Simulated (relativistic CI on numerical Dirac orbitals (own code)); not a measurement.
Sensitivity of the levels of Ir¹⁴⁺ to α and to the nuclear radius

Method of calculation: Dirac-Coulomb-Breit CI, separate exchange-only KLI orbitals for each configuration, derivatives by finite differences, unscaled Slater integrals, QED left out (own radial code, finite nucleus).

CI space (outside the closed core [Kr] 4d10): 4f14 5s2 5p, 4f14 5s 5p2, 4f13 5s2 5p2, 4f14 5s2 5d, 4f14 5s 5p 5d, 4f14 5p3, 4f13 5p4. Double excitations out of closed p, d and f shells are left out; levels of such configurations are missing from the list, as are those of other unlisted configurations, and high levels can miss mixing partners.

With x = (α/α₀)² − 1 an excitation energy changes as ω = ω₀ + qx; K = 2q/ω₀ is the relative enhancement. Terms are leading LS components, so labels can repeat. The field-shift factor is F = δν/δ⟨r²⟩ for the transition from the lowest level.

Lowest level 4f14 5s2 5p 2P°_1/2.

```tsv
Level	ω₀ (cm⁻¹)	q (cm⁻¹)	F (GHz/fm²)
4f14 5s2 5p 2P°_3/2	145482	184000	-35.7
4f13 5s2 5p2 2F°_7/2	184073	-307900	72.4
4f13 5s2 5p2 2F°_5/2	211786	-284700	73.6
4f14 5s 5p2 4P_1/2	294580	68440	-477
4f13 5s2 5p2 4F°_9/2	311916	-122000	41
4f13 5s2 5p2 2F°_5/2	318613	-120900	41.1
4f13 5s2 5p2 2G°_7/2	326144	-121800	41.1
4f13 5s2 5p2 4F°_3/2	328571	-108600	42
4f13 5s2 5p2 2H°_11/2	331058	-122600	41.3
4f13 5s2 5p2 2D°_5/2	335242	-121900	41.4
4f13 5s2 5p2 2P°_3/2	335542	-111800	41.6
4f13 5s2 5p2 2F°_7/2	339664	-119300	41
4f13 5s2 5p2 2G°_9/2	343247	-118400	40.6
```

At this charge transitions that keep the count of f electrons are usually good to a few per cent. Levels and lines within the n = 5 or 6 shells can be off by up to 10 % or somewhat more, and those that change n by about 2 %, since core polarisation is missing. Levels that differ in their count of f electrons can be misplaced by several ten thousand cm⁻¹, since the correlation energy of f electrons is missing or only estimated; rates across such gaps can be off by orders of magnitude.

Which transition from the lowest level has the largest |K|?

4f13 5s2 5p2 2F°_7/2 at 184073 cm⁻¹, K = -3.35.
